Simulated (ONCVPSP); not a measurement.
## Scattering properties, ONCV potential for phosphorus

```
Element                 : phosphorus
Generator               : ONCVPSP 4.0.1
Type                    : optimised norm-conserving Vanderbilt (ONCV)
Functional              : PBE
Relativity              : scalar-relativistic
Frozen core             : [Ne]
Valence charge          : 5
Reference configuration : 3s2 3p2 (charge +1)
Partial waves           : 3s: rc 1.55 bohr, ncon 4, nbas 8, qcut 3.3 1/bohr, 1 projector; 3p: rc 1.55 bohr, ncon 4, nbas 8, qcut 4.2 1/bohr, 2 projectors, debl 2.8 Ha
Local potential         : polynomial inside 1.35 bohr (lpopt 4, dvloc0 -1 Ha)
Core correction         : Teter function, fcfact 2.25, rcfact 1.15
```

The phase is arctan(r·R′/R) of the radial function R(r), unwrapped; energies in Ha, scanned from -2 to 5 Ha. A pole is an energy at which the radial function vanishes at the test radius. The pseudo phase is shifted by a multiple of π to meet the all-electron one at the reference energy, and phase errors are pseudo minus all-electron; the curves can meet again beyond the range given. Levels narrower than the energy grid can be missing from the lists of poles.

| channel | radius (bohr) | reference energy (Ha) | poles, all-electron | poles, pseudo | unbroken range about the reference energy with phases within 0.05 rad | phase error 1 Ha above the reference energy (rad) |
| --- | --- | --- | --- | --- | --- | --- |
| s | 1.57 | -0.86 | 1.98 | 1.09, 4.28 | below 0.7 | -0.021 |
| p | 1.57 | -0.52 | 2.45 | 2.45 | below 4.8 | -0.001 |

Phases in the s channel:

| E (Ha) | all-electron | pseudo |
| --- | --- | --- |
| -1.98 | 0.521 | 0.493 |
| -1.80 | 0.344 | 0.318 |
| -1.62 | 0.128 | 0.106 |
| -1.44 | -0.117 | -0.132 |
| -1.26 | -0.364 | -0.372 |
| -1.08 | -0.588 | -0.591 |
| -0.90 | -0.775 | -0.775 |
| -0.72 | -0.923 | -0.923 |
| -0.54 | -1.039 | -1.042 |
| -0.36 | -1.131 | -1.137 |
| -0.18 | -1.204 | -1.215 |
| 0.00 | -1.264 | -1.280 |
| 0.18 | -1.314 | -1.336 |
| 0.36 | -1.355 | -1.385 |
| 0.54 | -1.391 | -1.431 |
| 0.72 | -1.422 | -1.474 |
| 0.90 | -1.450 | -1.519 |
| 1.08 | -1.474 | -1.569 |
| 1.26 | -1.496 | -1.630 |
| 1.44 | -1.517 | -1.718 |
| 1.62 | -1.536 | -1.881 |
| 1.80 | -1.554 | -2.323 |
| 1.98 | -1.571 | -3.531 |
| 2.16 | -1.587 | -4.168 |
| 2.34 | -1.603 | -4.371 |
| 2.52 | -1.619 | -4.467 |
| 2.70 | -1.634 | -4.525 |
| 2.88 | -1.650 | -4.565 |
| 3.06 | -1.666 | -4.595 |
| 3.24 | -1.683 | -4.620 |
| 3.42 | -1.700 | -4.640 |
| 3.60 | -1.719 | -4.658 |
| 3.78 | -1.739 | -4.674 |
| 3.96 | -1.761 | -4.689 |
| 4.14 | -1.786 | -4.702 |
| 4.32 | -1.814 | -4.715 |
| 4.50 | -1.846 | -4.728 |
| 4.68 | -1.884 | -4.739 |
| 4.86 | -1.929 | -4.751 |
